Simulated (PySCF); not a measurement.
## A small calculation by hand: oscillator strength and radiative lifetime

GeHBr, SMILES [GeH][Br] (connectivity only; charge and spin as stated), neutral, multiplicity 1.

The structure is a stationary point at PBE0-D3(BJ)/def2-TZVP.

TDDFT-CAM-B3LYP/def2-TZVPD in PySCF puts the first singlet state with f over 0.02 at 5.32 eV (vertical), with the transition dipole (-0.199, 0.906, 0.000) in atomic units.

Problem. Find the oscillator strength, the wavelength and the radiative lifetime that this transition would have in vacuum if emission retraced absorption.

Solution. 
|μ|² = 0.8604 au, so |μ| = 2.36 D. ΔE = 5.32/27.211 = 0.1955 hartree. f = (2/3) ΔE |μ|² = 0.112 (the program prints 0.112).
λ = 1239.84/5.32 = 233 nm; ν = 42909 cm⁻¹.
Einstein's coefficient A = 0.6670 ν² f s⁻¹ (ν in cm⁻¹) = 1.4e8 s⁻¹, so τ = 1/A = 7.3 ns. This state is S5; the lower singlets have f = 0.008, 0.006, 0.010, 0.001. The figure is the radiative limit of this one transition; relaxation, internal conversion, crossing to triplets and a medium change what is measured.
